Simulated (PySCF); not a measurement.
Start geometry of `C=C[C@@H]1CO[BH2-]O1` from GFN2-xTB (Å):
```
atom  x, y, z in Å
C1     2.5064    0.2860   -0.0864
C2     1.2533    0.1497   -0.4868
C3     0.0401    0.5226    0.3106
C4    -0.6076   -0.7687    0.9242
O5    -1.9548   -0.6755    0.7041
B6    -2.0976    0.1313   -0.5678
O7    -0.9406    1.1104   -0.4619
H8     2.7481    0.7026    0.8800
H9     3.3480   -0.0128   -0.6946
H10    1.0239   -0.2611   -1.4613
H11    0.3387    1.2122    1.1274
H12   -0.1657   -1.6595    0.4235
H13   -0.3933   -0.8509    2.0035
H14   -1.9538   -0.5959   -1.5568
H15   -3.1495    0.7174   -0.5832
```

**Question.** What comes out of this run: PBE0-D3(BJ)/def2-SVP geometry optimisation, gas phase (PySCF 2.14.0)?

**Answer.** 
```
atom  x, y, z in Å
C1     2.550    0.557   -0.102
C2     1.343    0.132   -0.489
C3     0.039    0.446    0.177
C4    -0.557   -0.783    0.914
O5    -1.913   -0.583    0.878
B6    -2.181    0.004   -0.464
O7    -0.931    0.804   -0.738
H8     2.659    1.230    0.757
H9     3.467    0.259   -0.620
H10    1.248   -0.527   -1.363
H11    0.221    1.255    0.928
H12   -0.243   -1.710    0.369
H13   -0.171   -0.869    1.950
H14   -2.306   -0.899   -1.340
H15   -3.197    0.727   -0.426
```

The energy falls by 0.090 eV over 14 energy and gradient evaluations, the largest force component goes from 0.0172 to 1.8e-04 Eh/bohr, and the atoms move by 0.238 Å rms after alignment. The bond that changes most is B6–H15 (four-coordinate boron to B–H hydrogen), which lengthens by 0.044 Å. Bonds longer at the end by more than 0.005 Å: 9 of 15; shorter: 3. Among the angles that change most is C2–C3–C4, from 109.7° to 112.3°. Among the dihedrals that turn most is C2–C3–O7–B6, from 110° to 130°. Rotational constants go from 6230, 1876, 1605 to 6689, 1805, 1548 MHz. The orientation of the end geometry is arbitrary; only internal coordinates are fixed.

The run used 138 basis functions and 92 SCF cycles in all.

Whether it is a minimum is left open (no frequencies). The geometry's basis has no diffuse functions, a weakness for an anion.

One conformer stands for the species.
